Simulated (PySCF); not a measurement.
Geometry:
```csv
atom,x (Å),y (Å),z (Å)
C1,-2.853,1.597,0.032
C2,-1.868,0.731,0.145
C3,-1.301,-0.320,-0.769
C4,-0.383,-0.784,0.390
C5,1.033,-0.767,0.110
C6,2.205,-0.710,-0.139
C7,3.621,-0.663,-0.433
C8,-0.909,0.391,1.252
H9,-3.110,2.268,0.835
H10,-3.442,1.671,-0.867
H11,-2.011,-1.062,-1.131
H12,-0.755,0.088,-1.620
H13,-0.669,-1.760,0.789
H14,4.036,-1.670,-0.439
H15,4.139,-0.072,0.323
H16,3.785,-0.208,-1.410
H17,-0.161,1.163,1.437
H18,-1.366,0.111,2.201
```

Geometry: GFN2-xTB; GIAO shifts from PySCF, gas phase, non-relativistic, averaged over equivalent atoms.

At BLYP/6-31G* (132 basis functions, 27 s wall time on 1 thread of an Arm Neoverse V2, shared host):
| atoms | δ (ppm) |
| --- | --- |
| C2 | 136.9 |
| C1 | 100.1 |
| C5 | 74.4 |
| C6 | 68.4 |
| C3/C8 | 38.0 |
| C4 | 20.7 |
| C7 | 4.7 |
| H9/H10 | 4.78 |
| H13 | 3.00 |
| H11/H18 | 2.99 |
| H12/H17 | 2.81 |
| H14/H15/H16 | 1.78 |

Referencing at the same level of theory: TMS for 13C (σ = 188.29 ppm) and 1H (σ = 32.46 ppm).

Task: Estimate the result of repeating the calculation with PBE0/ANO-RCC-VDZP.

Result: 
| atoms | δ at PBE0/ANO-RCC-VDZP | change |
| --- | --- | --- |
| C2 | 151.2 | +14.3 |
| C1 | 107.8 | +7.7 |
| C5 | 82.6 | +8.2 |
| C6 | 76.8 | +8.4 |
| C3/C8 | 38.9 | +0.9 |
| C4 | 18.7 | -2.0 |
| C7 | 2.1 | -2.6 |
| H9/H10 | 5.23 | +0.45 |
| H13 | 3.13 | +0.13 |
| H11/H18 | 3.10 | +0.11 |
| H12/H17 | 2.82 | +0.01 |
| H14/H15/H16 | 2.07 | +0.29 |

Shifts are taken against calculated references (same method and geometry level): 13C (σ = 190.39 ppm) and 1H (σ = 31.76 ppm) vs TMS.

The largest change is at C2 (fully substituted alkene carbon). Cost: 162 basis functions, 37 s wall time on 1 thread of an Arm Neoverse V2, shared host. The order of the carbon signals is the same at both levels.
